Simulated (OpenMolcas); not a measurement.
## Kr V: effect of correlating more closed shells

```yaml
Program: OpenMolcas 26.06
Basis: ANO-RCC-VTZP [6s5p3d1f]
Scalar_Hamiltonian: DKH2, point nucleus
Active_space: 2 electrons in 3 orbitals (4p)
State_averaging: 2S+1 = 3 even, 3 roots; 2S+1 = 1 even, 6 roots
Spin-orbit_coupling: state interaction with AMFI integrals over the reference wave functions, term energies averaged over their components
```

Methods on the same reference wave functions:
A. CASSCF
B. SS-CASPT2, IPEA 0.25 Eh, imaginary shift 0.1 Eh (closed shells correlated: 4s)
C. SS-CASPT2, IPEA 0.25 Eh, imaginary shift 0.1 Eh (closed shells correlated: 3d 4s)
D. SS-CASPT2, IPEA 0.25 Eh, imaginary shift 0.1 Eh (closed shells correlated: 3s 3p 3d 4s)

Energies in cm⁻¹ above 4s² 4p² ³P₀, the measured ground level; measured values from Saloman, J. Phys. Chem. Ref. Data 36, 215 (2007).

```csv
Level,A,B,C,D,Measured
4s² 4p² ³P₀,0.0,0.0,0.0,0.0,0.0
4s² 4p² ³P₁,3211,3360,3350,3360,3743
4s² 4p² ³P₂,7056,7040,7040,7040,7595
4s² 4p² ¹D₂,21960,19490,19540,19490,19723
4s² 4p² ¹S₀,45631,39690,39760,39640,39204
```

Deviations, from unrounded energies. A percentage is the sum of absolute deviations over the sum of measured energies, with the sign that they share, or ± where signs differ.

```tsv
Against measurement	Levels	A	B	C	D
mean absolute deviation (cm-1)	4	2400	420	420	400
fine structure of the ground term (%)	2	-9.5	-8.3	-8.3	-8.3
other terms of the ground configuration (%)	2	+14.7	±1.2	±1.2	±1.1
```

B, C, D lie about equally close to measurement and A furthest from it. The largest miss of D in the table is 4s² 4p² ³P₂, by -560 cm-1. The ranking rests on the paired levels alone, and a cruder setting can come out closer through cancelling errors.

Among B to D the level of the table that moves most is 4s² 4p² ¹S₀, by 120 cm-1 (lowest in D, highest in C). Moves below CASPT2's spread within the term are not significant.

The mean deviations of B to D differ by less than CASPT2's widest spread within a term (110 cm-1), so their order carries little weight.

From A to B the spin-free energies of the other terms of 4s² 4p² shown, above ³P, scale by factors of 0.82 to 0.84.

The lowest spin-free term lies below A's lowest term by 0.068 hartree in B, 0.118 hartree in C, 0.160 hartree in D.

What an inner shell adds also hangs on whether the basis holds functions to correlate it.

CASPT2 breaks the degeneracy within a term, and the mean is taken; among the terms shown or strongly mixed into the levels shown the widest spread is 110 cm-1 (4s² 4p² ¹D, D). With the s shell closed, the reference lacks s² → p² mixing. Measured partners are found by configuration, term and J. A level has none where our copy of the source lacks it or the pairing is in doubt (some pairs that miss far off the trend of their configuration count as doubtful), and it then counts in no deviation. Levels of configurations outside the active space are missing.
